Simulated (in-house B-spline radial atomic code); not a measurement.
P2+: [Ne] 3s1 (3p3/2)1 (6f7/2)1 (an excited or competing configuration)

Method: Dirac-Hartree-Fock, average of the jj configuration, Fermi nucleus of rms radius 3.1889 fm. Calculated with an all-electron radial atomic-structure program (B-spline basis).

Z_r = [3n² - l(l+1)]/(2<r>); Z_e = n√(-2ε); the last column is Slater's effective charge. Values are occupation-weighted means over j.

| shell | electrons | ε (eV) | <r> (bohr) | Z_r | Z_e | Slater |
| --- | --- | --- | --- | --- | --- | --- |
| 1s | 2 | -2221.6 | 0.1034 | 14.51 | 12.78 | 14.70 |
| 2s | 2 | -242.79 | 0.5131 | 11.69 | 8.45 | 10.85 |
| 2p | 6 | -184.54 | 0.4811 | 10.39 | 7.37 | 10.85 |
| 3s | 1 | -49.945 | 1.676 | 8.05 | 5.75 | 5.85 |
| 3p | 1 | -38.835 | 1.859 | 6.72 | 5.07 | 5.85 |
| 6f | 1 | -3.4367 | 15.78 | 3.04 | 3.02 | 3.00 |

The least bound orbital is 6f7/2 at -3.437 eV, and it is also the most diffuse (<r> = 15.78 bohr).

For the 1s electron the small component carries 0.284 % of the norm, the zero-frequency Breit interaction raises the level by 1.407 eV, self-energy by 0.6107 eV, and vacuum polarisation lowers it by 0.03915 eV.
